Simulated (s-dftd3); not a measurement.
C₂H₃O, charge -1, singlet, at a GFN2-xTB geometry; s-dftd3 with D3(op) for tpssh.

s-dftd3 was given this input:
```
$ s-dftd3 mol.xyz --op tpssh --json dftd3.json --noedisp --grad

# file mol.xyz
6

C      0.12758253     0.83909514    -0.40587053
O      0.01305692    -0.00449006     0.83668314
C      0.01266963    -0.63253186    -0.40519283
H     -0.93552180     1.24899715    -0.58229583
H     -0.91341079    -1.19766682    -0.63989719
H      0.90296421    -1.25478943    -0.60489199
```

The log (banner, timings and long lists left out):

```
-----------------------------------
 s i m p l e   D F T - D 3  v1.4.0
-----------------------------------

Optimized power damping: tpssh-D3(op)
--------------------
   s6        1.0000
   s8        0.4319
   s9        0.0000
   a1        0.5750
   a1        3.0000
  alp       14.0000
 beta        8.0000
--------------------

Dispersion energy:      -4.3216307578815E-04 Eh

Gradient norm:           3.9341645411064E-04 Eh/a0
--------------------------------------------------
     #    Z           dE/dx      dE/dy      dE/dz
--------------------------------------------------
     1    6 C    -2.225E-05 -1.861E-04 -1.507E-05
     2    8 O    -3.061E-05 -3.309E-05 -1.399E-04
     3    6 C    -2.425E-05  5.006E-05 -3.064E-06
     4    1 H     1.989E-05 -1.284E-04  4.770E-05
     5    1 H     1.053E-04  2.254E-04  5.937E-05
     6    1 H    -4.811E-05  7.214E-05  5.095E-05
--------------------------------------------------

Virial:
--------------------------------------------------
      component           x          y          z
--------------------------------------------------
          x      -3.058E-04 -8.342E-05 -1.070E-04
          y      -8.342E-05 -1.339E-03 -1.616E-04
          z      -1.070E-04 -1.616E-04 -3.898E-04
--------------------------------------------------

[Info] JSON dump of results written to 'dftd3.json'
```
